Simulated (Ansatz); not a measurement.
Single points on Al4Ga4⁺.

```yaml
crystal:
  periodic: [false, false, false]
  atoms:
    - {symbol: Al, position_ang: [-1.847115, -0.336803, 0.549333]}
    - {symbol: Al, position_ang: [1.179131, -0.495856, -2.591962]}
    - {symbol: Al, position_ang: [-0.556823, -1.691897, -1.184310]}
    - {symbol: Al, position_ang: [-0.546190, 1.092874, -1.196775]}
    - {symbol: Ga, position_ang: [0.527854, 1.506683, 1.092071]}
    - {symbol: Ga, position_ang: [2.075627, 0.160071, -0.347615]}
    - {symbol: Ga, position_ang: [-1.495353, 1.206670, 2.565198]}
    - {symbol: Ga, position_ang: [0.662869, -1.441742, 1.114061]}
basis:
  gaussian: {orbitals: def2-SVP, initial_orbitals: start.molden}
total_charge: 1
magnetization: {spin_polarized: true, initial_magnetization: 1}
hamiltonian: {xc: {name: PBE-QIDH}}
scf: {omitted_lower_state_checks: [starts]}
```

The file start.molden holds the orbitals of an earlier run on this structure, at another level or in another basis.

```sh
$ ansatz run in.yaml --threads 4 --pin off --events-out ev --progress --plain --max-ram 4787MiB
```

Output, abridged:

```
Functional definition: PBE-QIDH
1908 factors; integrals over basis functions are off by at most 6.2e-4 eV
mean field evaluation 1: about -235759.7064 eV, gradient 1.2e1 eV
mean field evaluation 2: about -235760.2498 eV, gradient 6.6e-1 eV
mean field evaluation 4: about -235760.4190 eV, gradient 1.1e0 eV
mean field evaluation 8: about -235760.4669 eV, gradient 1.7e-2 eV
mean field -235760.46694032 eV, -8664.0373558727 hartree, gradient 9.6e-6 eV, S^2 1.224854; 0 other end points of the search recorded, 0 dependent functions left out
56 core orbitals not correlated: weight in the atoms' cores, before any rotation towards them, 1.000 or more for the frozen orbitals, at most 0.000 for the correlated occupied ones
reference -235760.46695241 eV, -8664.0373563170 hartree; 32, 31 occupied and 112, 113 virtual orbitals, 1908 factors
second order -36.34774841 eV of doubles, -0.00000000 eV of singles
Total energy: -235772.58286855 eV, -8664.4826080226 hartree
Checks for a lower state left out: starts
```

Run time 42 s (4 threads of Arm Neoverse V2 on a shared host), peak host memory 1.6 GiB.

First input, but with `hamiltonian: {xc: pbe, dispersion: d4}`, `output: {orbitals: {seedname: orbitals}}` (abridged; 9.5 s):

```
Functional definition: PBE
mean field -235814.83272246 eV, -8666.0352615157 hartree, gradient 1.1e-5 eV, S^2 0.756816
Total energy: -235815.46929545 eV, -8666.0586551418 hartree
Checks for a lower state left out: starts
```

The first input with `gaussian: {orbitals: def2-SVP}`, `hamiltonian: {xc: pbe0, dispersion: d4}`, `output: {orbitals: {seedname: orbitals}}` (abridged; 24 s):

```
Functional definition: PBE0
mean field evaluation 16: about -235820.5717 eV, gradient 1.7e-2 eV
mean field evaluation 32: about -235820.5718 eV, gradient 1.2e-4 eV
mean field -235820.57181739 eV, -8666.2461693645 hartree, gradient 1.6e-5 eV, S^2 0.776657
Total energy: -235821.12521879 eV, -8666.2665064908 hartree
Checks for a lower state left out: starts
```

Geometry: PBE0-D4/def2-SVP, that of the neutral singlet.

Correlated methods freeze 56 core orbitals; core or outer-core shells of Ga are correlated, in sets that lack core-valence functions. At PBE-QIDH/def2-SVP the charge 1 doublet is spin-contaminated (final ⟨S²⟩ up to 1.22, 0.75 for a pure state). The structure comes from a short search, and lower isomers may exist.
